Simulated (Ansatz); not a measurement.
`[SiH3][SnH2][Cl]` → `[Cl][SnH3]` + `[SiH2]` at 298.15 K and 1 bar (silylene loss).

Isolated molecules relaxed with PBE0-D4/def2-TZVP in Ansatz; ΔE leaves out vibrations. CBS: MP2 limit from def2 TZ/QZ plus the TZ coupled-cluster correction, frozen cores. This one scheme is used for every species. def2 core potentials past Kr. For Sn outer-core shells are correlated without core-valence functions, which leaves a few kJ/mol of doubt a bond.

```tsv
species	CCSD(T)/CBS energy (Eh)	H − E (kJ/mol)	S (J/(mol·K))
`[SiH3][SnH2][Cl]`	-965.91856	123.4	352.7
`[Cl][SnH3]`	-675.62576	69.1	276.0
`[SiH2]`	-290.19011	40.6	207.5
```

H − E and S are ideal-gas, rigid-rotor, harmonic terms from PBE0-D4/def2-TZVP. 1 Eh = 2625.50 kJ/mol, R = 8.31446 J/(mol·K).

Question: By hand: ΔE, ΔH, ΔS and ΔG.

Answer: ΔE = (-675.62576) + (-290.19011) − (-965.91856) = 0.10269 Eh = 269.6 kJ/mol. Δ(H − E) = 69.1 + 40.6 − 123.4 = -13.7, so ΔH = 255.9 kJ/mol. ΔS = 276.0 + 207.5 − 352.7 = 130.8 J/(mol·K). ΔG = 255.9 − 298.15 × (130.8)/1000 = 216.9 kJ/mol.

Question: By hand: the equilibrium constant, and the temperature at which ΔG would vanish if ΔH and ΔS stayed fixed.

Answer: log₁₀ K = −ΔG/(RT ln 10) = -38.0. ΔG = 0 at ΔH/ΔS = 1956 K.

The number of gas molecules changes by +1, which sets the sign of ΔS. A doubt of 5 kJ/mol in ΔE shifts log₁₀ K by 0.9 here. These are equilibria of isolated gas molecules and say nothing of rates. Largest T1 diagnostic: 0.014 (customary marks: 0.02 for closed shells, 0.045 for open ones).
